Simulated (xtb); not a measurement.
tetrachloroaluminate (AlCl₄), SMILES [Cl][Al-]([Cl])([Cl])[Cl], charge -1. All values are semi-empirical tight-binding results from xtb (GFN2-xTB unless named), good for trends rather than for accurate numbers. Geometry: GFN2-xTB.

For metal compounds this method's bond lengths and energies can be far off.

```
Item                                           Result
-------------------------------------  --------------
point group as xtb finds it                        Td
orbital gap                                   9.08 eV
zero-point energy                        3.2 kcal/mol
G − E(el) at 298.15 K (modified RRHO)  -16.8 kcal/mol
```
